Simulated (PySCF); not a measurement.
Cd(F)(GeH3) (CdFGeH3), SMILES [F][Cd][GeH3].

Geometry optimised at B3LYP-D3(BJ)/def2-SVP. The structure was generated by enumeration; whether it is a known compound was not checked. The def2 effective core potentials stand for the cores of Cd; spin–orbit coupling is left out.

Level of theory: C-PCM-ωB97X/def2-SVP run with PySCF 2.14.0.

The values are the electrostatic part of the solvation free energy, E(continuum) − E(gas) at the gas-phase geometry, in a cavity of scaled van der Waals radii (PySCF's table); cavitation and dispersion terms are not included. A continuum can't describe solvent molecules that bind to the metal. In vacuum the orbital gap is 11.08 eV. The dipole moment in vacuum is 2.43 D.

```tsv
solvent	ε	ΔG(elec) (kcal/mol)	dipole (D)	gap (eV)
water	78.36	?	?	?
tetrahydrofuran	7.43	-11.9	2.17	11.11
2-propanol	19.26	-13.3	2.12	11.11
```

Problem. Fill in the missing entries. (The exact figures need the calculation; the answer reports its results.)

Solution. 
- water, ΔG(elec) (kcal/mol): -13.9
- water, dipole (D): 2.09
- water, gap (eV): 11.11
